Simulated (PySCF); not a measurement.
Working out the ionisation energy of Rh

Rh [Kr] 4d8 5s1 (4F) → Rh⁺ [Kr] 4d8 (3F). Calculation: PySCF 2.14, in aug-cc-pVTZ-PP with ECP28MDF (6s6p5d3f2g, 88 functions); a scalar-relativistic core potential. Frozen: 4s2 4p6. Energies in hartree (1 hartree = 27.21139 eV):

| part | Rh (lower) | Rh⁺ (upper) |
| --- | --- | --- |
| UHF | -109.390264 | -109.158276 |
| CCSD correlation | -0.251268 | -0.217970 |
| (T) | -0.011480 | -0.007924 |

Q: What does Hartree-Fock give?

A: (-109.158276) − (-109.390264) = 0.231988 hartree = 6.313 eV.

Q: What do CCSD and CCSD(T) give?

A: The CCSD correlation energies differ by 0.033298 hartree = 0.906 eV and the triples by 0.003556 hartree = 0.097 eV, so CCSD gives 7.219 eV and CCSD(T) 7.316 eV.

Measured between the centres of the two terms (NIST): 7.479 eV, so CCSD(T) (valence) is off by -0.163 eV.

What remains against the reference includes basis incompleteness, the frozen core and higher excitations.
